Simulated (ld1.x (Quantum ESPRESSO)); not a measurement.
**S (Z = 16), ultrasoft: configuration errors across variants**

S, ultrasoft, made with ld1.x (Quantum ESPRESSO) 7.5 (PW91, scalar-relativistic). Core [Ne], reference 3s2 3p4. Waves: 3s (bound): rcut 1.10, rcutus 1.35 bohr; 3s channel at -0.5 Ry: rcut 1.10, rcutus 1.35 bohr; 3p (bound): rcut 1.00, rcutus 1.35 bohr; 3p channel at 0.25 Ry: rcut 1.00, rcutus 1.35 bohr; 3d channel at 0.05 Ry: rcut 1.30, rcutus 1.40 bohr; 3d channel at 0.45 Ry: rcut 1.30, rcutus 1.40 bohr. Local part: all-electron potential smoothed inside 1.20 bohr (lloc = -1). Core correction: none. Augmentation charge: built from norm-conserving waves at rcut, not smoothed further.

All-electron excitation energies from the reference (eV): (1) 3s2 3p3 11.820; (2) 3s2 3p2 34.166; (3) 3s2 3p1 68.287; (4) 3s1 3p4 22.699; (5) 3s2 3p0 115.187; (6) 3s2 3p3.5 4.684; (7) 3s2 3p4.3 -1.722.

Errors AE − PS in meV (a dash: test not solved or not reliable):

```csv
change,(1),(2),(3),(4),(5),(6),(7),bound ghosts
base,+0.2,+6.8,+37,+4.0,+138,-0.1,+0.1,none
core correction a·sin(br)/r model core inside 0.58 bohr,-0.5,+0.6,+7.6,-0.1,+27,-0.3,+0.1,none
core correction a·sin(br)/r model core inside 0.84 bohr,-0.4,+2.2,+14,+0.3,+44,-0.3,+0.1,none
core correction a·sin(br)/r model core inside 0.98 bohr,0.0,+4.9,+24,+0.7,+73,-0.2,+0.2,none
core correction a·sin(br)/r model core inside 1.08 bohr,0.0,+4.0,+19,-0.1,+60,-0.2,+0.2,none
core correction a·sin(br)/r model core inside 1.20 bohr,+0.1,+5.0,+24,+0.7,+69,-0.2,+0.2,none
core correction a·sin(br)/r model core inside 1.38 bohr,+0.2,+6.0,+30,+2.3,+99,-0.2,+0.2,none
core correction a·sin(br)/r model core inside 1.48 bohr,+0.1,+6.0,+32,+2.9,+112,-0.2,+0.2,none
core correction a·sin(br)/r model core inside 1.62 bohr,+0.1,+6.2,+33,+3.6,+123,-0.1,+0.1,none
```

**Question.** Give the same row for: core correction a·sin(br)/r model core inside 0.68 bohr.

**Answer.** -0.5, +1.0, +8.9, -0.1, +30, -0.3, +0.1; bound ghosts: none.
